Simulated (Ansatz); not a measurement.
VO3, relaxed as a doublet with UKS PBE0-D4/def2-TZVP in Ansatz, starting from the GFN1-xTB geometry. Force threshold 0.02 eV/Å.

The structure holds 2 bonds between oxygen atoms, so isomers without such links may lie far lower. The charge 0 doublet is spin-contaminated (final ⟨S²⟩ up to 1.75, 0.75 for a pure state). The relaxation made no stability test and no search for a lower SCF solution. No other spin state of charge 0 was run. Another isomer (doublet) lies 4.48 eV lower at PBE0-D4/def2-TZVP; other spin states weren't run for this one.

Start:

```csv
atom,x (Å),y (Å),z (Å)
V1,0.028,-0.202,1.107
O2,0.340,0.406,-0.521
O3,-0.884,0.694,-0.130
O4,0.517,-0.898,-0.456
```

(1) Estimate the energy that the relaxation releases and the steps that it takes.

(2) Does the start keep its bonding and symmetry?

(3) Predict the relaxed structure.

Answers

(1) 76.0 kJ/mol, in 7 steps; 19 s on 4 threads of Arm Neoverse V2 on a shared host. No frequencies were taken in this run, so the end may be a saddle point.

(2) By distances, no bond broke or formed. The bond that changes most is V1–O2, from 1.77 to 1.92 Å (atoms count from 1). Point group Cs at the start, Cs at the end, both within 0.05 Å.

(3) 
| atom | x (Å) | y (Å) | z (Å) |
| --- | --- | --- | --- |
| V1 | 0.014 | -0.225 | 1.160 |
| O2 | 0.375 | 0.453 | -0.602 |
| O3 | -0.948 | 0.741 | -0.104 |
| O4 | 0.559 | -0.969 | -0.454 |
Bond lengths: 3 × O–V 1.86 to 1.92 Å; 2 × O–O 1.44 Å.
